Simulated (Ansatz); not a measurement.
Ansatz (an electronic-structure program) input:

Ansatz 0.2 input:
```yaml
crystal:
  periodic: [false, false, false]
  atoms:
    - {symbol: C, position_ang: [2.29884530, -0.09917829, 0.28030681]}
    - {symbol: C, position_ang: [0.96354541, -0.29876705, 0.21415226]}
    - {symbol: C, position_ang: [0.05474544, 0.67410415, -0.23452020]}
    - {symbol: C, position_ang: [-1.34186740, 0.52589811, -0.32367930]}
    - {symbol: C, position_ang: [-2.06533423, -0.56900272, 0.00525289]}
    - {symbol: H, position_ang: [2.97024195, -0.86358958, 0.62851005]}
    - {symbol: H, position_ang: [2.73948605, 0.83836649, -0.01479733]}
    - {symbol: H, position_ang: [0.56818869, -1.25702021, 0.52197412]}
    - {symbol: H, position_ang: [0.47115257, 1.62504712, -0.53931086]}
    - {symbol: H, position_ang: [-1.88143906, 1.38879617, -0.69652989]}
    - {symbol: H, position_ang: [-3.13549906, -0.57962182, -0.10008804]}
    - {symbol: H, position_ang: [-1.61286480, -1.46819689, 0.38361078]}
basis:
  gaussian:
    orbitals: def2-TZVP
hamiltonian:
  xc: b3lyp
  dispersion: d3bj
magnetization: {spin_polarized: true, initial_magnetization: 1}
relax: {f_tol: 0.002, max_steps: 150}
```

### Question
Which total energy does the run end on?

### Answer
-194.76517 Eh (B3LYP-D3(BJ)/def2-TZVP). The basis has 197 functions.

It need not be the lowest isomer of its formula.
